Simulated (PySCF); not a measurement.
# SnOF₂ + H₂O → SnO₂ + 2 HF

Level: PBE0 in the def2-TZVP basis family, computed in PySCF with density fitting; scalar-relativistic core potentials for atoms from Rb on, none lighter, no spin–orbit coupling; open shells unrestricted.

```csv
species,state and structure,E (Eh),ZPE (kJ/mol),H(298 K) − H(0) (kJ/mol),S° (J/(mol K))
SnOF₂,"singlet, C2v, Sn–F 1.893 Å (×2), Sn–O 1.810 Å; F–Sn–F 97.5°, F–Sn–O 131.2° (×2)",-489.07232,15.7,15.7,311.0
H₂O,"singlet, C2v, O–H 0.960 Å (×2); H–O–H 105.1°",-76.37736,56.5,9.9,188.7
SnO₂,"singlet, D∞h, Sn–O 1.799 Å (×2)",-364.58133,12.2,12.3,256.0
HF,"singlet, C∞v, H–F 0.920 Å",-100.39188,24.9,8.7,173.6
```

(1) What is the electronic reaction energy?

(2) Add zero-point, thermal and entropy terms for 298.15 K and 1 bar.

Answers

(1) At PBE0/def2-TZVP, ΔE = 222.1 kJ/mol from the differences of the total energies times 2625.5, uphill. Hydrolysis steps of this kind drive oxide growth by atomic layer deposition.

(2) ΔZPE = -10.2 and Δ[H(298) − H(0)] = 4.1 kJ/mol give ΔH° = 216.0 kJ/mol. ΔS° = 103.5 J/(mol K), so ΔG° = 216.0 − 298.15 × (0.1035) = 185 kJ/mol. ΔG° would change sign near 2090 K if ΔH° and ΔS° stayed fixed.

Only the bonding shown was studied: isomers, or loss of a ligand pair, can lie lower.
